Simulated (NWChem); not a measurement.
Electron attachment to silicon dioxide molecule (O2Si)

```xyz
3

O      0.0000     0.0000    -1.5184
Si     0.0000     0.0000     0.0000
O      0.0000     0.0000     1.5184
```
Charge 0, spin multiplicity 1.

All runs are NWChem calculations. Structure: optimised with PBE0/def2-SVP, a minimum by its harmonic frequencies.

Basis set: def2-TZVPD. −ε marks an orbital energy of the parent. The basis adds only a small set of diffuse functions.

B3LYP has NWChem's definition, with VWN1-RPA local correlation.

### Question
One of these methods gave a vertical electron affinity of 0.45 eV. Which?
A) −ε(LUMO) of M06-2X
B) −ε(LUMO) of HF
C) −ε(LUMO) of B3LYP
D) −ε(LUMO) of PBE

### Answer
B, −ε(LUMO) of HF. The others give 4.55 (−ε(LUMO) of PBE), 3.94 (−ε(LUMO) of B3LYP), 2.72 (−ε(LUMO) of M06-2X).
